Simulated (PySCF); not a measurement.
Match the calculated data to a structure.

All candidates are C9H8.

* 13C NMR: chemical shifts (computed TMS as zero) by class: 160.7 (1 C), 154.4 (1 C), 150.9 (1 C), 144.8 (1 C), 82.7 (1 C), 76.7 (1 C), 54.8 (1 C), 49.5 (1 C), 24.2 (1 C) ppm [GIAO PBE0/pcSseg-1]
* 1H NMR: chemical shifts (computed TMS as zero) by class: 7.25 (1 H), 6.71 (1 H), 6.51 (1 H), 3.92 (1 H), 3.75 (1 H), 3.40 (1 H), 3.19 (1 H), 1.42 (1 H) ppm [GIAO PBE0/pcSseg-1]
* Rotational structure: rotational constants A, B, C: 3.334, 1.347, 1.084 GHz [GFN2-xTB]
* Dipole: 0.46 D [PBE0/pcSseg-1]

Electronic properties: PySCF, gas phase, density fitting. Levels stand in brackets. Isolated species at its GFN2-xTB geometry (one conformer only). NMR values are class means; diastereotopic atoms form classes of their own.

Problem. Which candidate is it?
A. `C#CCC1=C[C@@H]2C=C[C@H]12`
B. `C#CC1=CC=C/C1=C/C`
C. `C#CCC1=CC(=C)C1=C`
D. `C1=Cc2ccccc2C1`

Solution. A. It is `C#CCC1=C[C@@H]2C=C[C@H]12`. Numbering: `[CH:1]#[C:2][CH2:3][C:4]1=[CH:5][C@@H:6]2[CH:7]=[CH:8][C@H:9]12`. Its formula, C9H8, gives 6 degrees of unsaturation: 2 rings and 4 π bonds in the structure found. 9 carbons fall into 9 classes; from least to most shielded: fully substituted alkene carbon [C4] (160.7 ppm), alkene CH carbon [C8] (154.4 ppm), alkene CH carbon [C7] (150.9 ppm), alkene CH carbon [C5] (144.8 ppm), alkyne carbon [C2] (82.7 ppm), terminal alkyne carbon [C1] (76.7 ppm), sp3 carbon at a ring junction [C9] (54.8 ppm), sp3 carbon at a ring junction [C6] (49.5 ppm), allylic carbon [C3] (24.2 ppm). Hydrogen classes from least to most shielded: 1 H on an alkene CH carbon, C8 (7.25 ppm), 1 H on an alkene CH carbon, C7 (6.71 ppm), 1 H on an alkene CH carbon, C5 (6.51 ppm), 1 H on an sp3 carbon at a ring junction, C6 (3.92 ppm), 1 H on an sp3 carbon at a ring junction, C9 (3.75 ppm), 1 H on an allylic carbon, C3 (3.40 ppm), 1 H on an allylic carbon, C3 (3.19 ppm), 1 H on a terminal alkyne carbon, C1 (1.42 ppm). The optimised geometry has point group C1 and is an asymmetric top.

The others, at the same levels:
- `C#CC1=CC=C/C1=C/C` fails: its computed 13C shifts are 156.7 (1 C), 152.3 (1 C), 150.2 (1 C), 135.8 (1 C), 133.6 (1 C), 118.5 (1 C), 92.6 (1 C), 87.4 (1 C), 19.6 (1 C) ppm, 1H shifts are 7.24 (1 H), 6.99 (1 H), 6.58 (1 H), 6.20 (1 H), 3.15 (1 H), 2.88 (3 H) ppm and rotational constant A is 2.287 GHz (against 3.334 GHz).
- `C#CCC1=CC(=C)C1=C` fails: its computed 13C shifts are 163.8 (1 C), 156.4 (1 C), 153.2 (1 C), 153.0 (1 C), 98.3 (1 C), 97.3 (1 C), 83.3 (1 C), 77.9 (1 C), 20.3 (1 C) ppm, 1H shifts are 7.39 (1 H), 5.02 (1 H), 4.99 (1 H), 4.95 (1 H), 4.85 (1 H), 3.37 (2 H), 1.57 (1 H) ppm and rotational constant A is 3.594 GHz (against 3.334 GHz).
- `C1=Cc2ccccc2C1` fails: its computed 13C shifts are 150.3 (1 C), 149.9 (1 C), 141.9 (1 C), 140.2 (1 C), 131.7 (1 C), 129.9 (1 C), 129.2 (1 C), 126.3 (1 C), 42.9 (1 C) ppm, 1H shifts are 7.77 (1 H), 7.74 (1 H), 7.58 (1 H), 7.47 (1 H), 7.18 (1 H), 6.77 (1 H), 3.54 (2 H) ppm and rotational constant A is 3.824 GHz (against 3.334 GHz).

Each candidate is one conformer, not necessarily the lowest. Dipoles, sizes and rotational constants follow the conformer. The torsions of the flexible species, by atom-mapped SMILES:
- `[CH:1]#[C:2][CH2:3][C:4]1=[CH:5][C@@H:6]2[CH:7]=[CH:8][C@H:9]12`: C2–C3–C4–C5 118°
- `[CH:1]#[C:2][CH2:3][C:4]1=[CH:5][C:6](=[CH2:7])[C:8]1=[CH2:9]`: C2–C3–C4–C5 0°
